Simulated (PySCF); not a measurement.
C₃H₉ClGe, charge +1, doublet, at a GFN2-xTB geometry (a state made from the parent by changing its charge; the spin is typed, not shown lowest), with bond 7-1 at 2.2 times its length; HF/STO-3G run with PySCF.

The PySCF input:
```python
from pyscf import gto, scf

mol = gto.Mole()
mol.atom = '''
    C    -0.79832836    1.63350543   -1.14258380
    Ge   -0.07027058    0.02770126   -0.23231321
    C     1.63686824   -0.80349619   -1.04529117
    C    -1.24063450   -1.67354742   -0.27864399
    Cl    0.35549585    0.40607379    1.79514818
    H    -1.01299556    1.42270273   -2.18754246
    H    -2.81392108    2.33618723   -0.05283807
    H    -0.07725723    2.44795046   -1.08345391
    H     1.96700529   -1.62399928   -0.41633254
    H     1.40104496   -1.13936210   -2.04979491
    H     2.36268877    0.00504959   -1.05426793
    H    -1.35645007   -1.97312739   -1.31512114
    H    -2.18838683   -1.37102865    0.15826585
    H    -0.76334571   -2.44955723    0.31110930
'''
mol.basis = 'sto-3g'
mol.charge = 1
mol.spin = 1
mol.verbose = 3
mol.build()

mf = scf.UHF(mol)
mf.kernel()
mo_i, mo_e, stable_i, stable_e = mf.stability(internal=True, external=True, return_status=True, nroots=6, tol=1e-6)
print('internally stable:', stable_i, ' externally stable:', stable_e)
if not stable_i:
    umf = mf.copy()
    umf.scf_summary = {}
    umf.kernel(umf.make_rdm1(mo_i, mf.mo_occ))
mf.analyze()
```

Output, abridged:

```
SCF not converged.
SCF energy = -2623.41016515673 after 50 cycles  <S^2> = 0.75272392  2S+1 = 2.0027221
<class 'pyscf.scf.uhf.UHF'> wavefunction is stable in the internal stability analysis
<class 'pyscf.scf.uhf.UHF'> wavefunction is stable in the real -> complex stability analysis
<class 'pyscf.scf.uhf.UHF'> wavefunction has an UHF/UKS -> GHF/GKS instability
internally stable: True  externally stable: False
**** MO energy ****
                             alpha | beta                alpha | beta
[...]
To work with the spin densities directly, `use mulliken_meta_spin()` only printing them here.

 ** Mulliken spin pop alpha/beta on meta-lowdin orthogonal AOs **
 ** Mulliken Spin Density (per atom)  **
spin density of  0 C =      0.06247
spin density of  1 Ge =      0.00059
spin density of  2 C =     -0.01781
spin density of  3 C =      0.00203
spin density of  4 Cl =     -0.00161
spin density of  5 H =      0.00007
spin density of  6 H =      0.95125
spin density of  7 H =      0.00048
spin density of  8 H =      0.00066
spin density of  9 H =      0.00117
spin density of  10 H =      0.00133
spin density of  11 H =     -0.00013
spin density of  12 H =     -0.00017
spin density of  13 H =     -0.00032
 ** Mulliken pop alpha/beta on meta-lowdin orthogonal AOs **
 ** Mulliken atomic charges   ( Nelec_alpha | Nelec_beta ) **
charge of  0C =      0.18347  (     2.93950      2.87703 )
charge of  1Ge =      0.67416  (    15.66321     15.66263 )
charge of  2C =     -0.14465  (     3.06342      3.08123 )
charge of  3C =     -0.19650  (     3.09927      3.09723 )
charge of  4Cl =     -0.23090  (     8.61465      8.61626 )
charge of  5H =      0.13617  (     0.43195      0.43188 )
charge of  6H =      0.04567  (     0.95279      0.00154 )
charge of  7H =      0.13879  (     0.43085      0.43037 )
charge of  8H =      0.08844  (     0.45611      0.45545 )
charge of  9H =      0.06690  (     0.46713      0.46596 )
charge of  10H =      0.06316  (     0.46908      0.46776 )
charge of  11H =      0.05260  (     0.47363      0.47376 )
charge of  12H =      0.05243  (     0.47370      0.47387 )
charge of  13H =      0.07026  (     0.46471      0.46503 )

WARN: System has nonzero charge 1; the dipole moment is origin-dependent.
Location of origin: [0. 0. 0.]

Dipole moment(X, Y, Z, Debye): -2.43576,  4.40171, -7.04460
```

Convergence was not reached.
